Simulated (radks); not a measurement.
The hydrogen anion H-, [He], held by a Watson sphere: a shell of charge +1 at radius R that stands for the Madelung well of a crystal (potential energy -1/R inside, -1/r outside, in hartree with lengths in bohr). All-electron calculation, non-relativistic Kohn-Sham, LDA (Slater exchange, Perdew-Wang correlation), spin-polarised, spherical densities, point nucleus. Program: a radial shooting solver on a logarithmic mesh with Libxc functionals. Response by self-consistent Sternheimer equations with the Hartree and adiabatic LDA kernel. The sphere does not respond.

| R (bohr) | e(1s) (eV) | <r> 1s (bohr) | sum of <r^2> (bohr^2) | X-ray form factor at sin(theta)/lambda = 0.1 1/angstrom | alpha (bohr^3) |
|---|---|---|---|---|---|
| 2.36 | -6.122 | 1.938 | 10.04 | 1.423 | 20.62 |
| 2.58 | -5.746 | 2.001 | 10.75 | 1.393 | 23.80 |
| 2.92 | -5.235 | 2.089 | 11.82 | 1.351 | 29.12 |
| 3.31 | -4.731 | 2.177 | 12.97 | 1.310 | 35.86 |

Estimate the row for R = 1.85 bohr.

Answer. e(1s) (eV) -7.171; <r> 1s (bohr) 1.772; sum of <r^2> (bohr^2) 8.321; X-ray form factor at sin(theta)/lambda = 0.1 1/angstrom 1.502; alpha (bohr^3) 14.13.
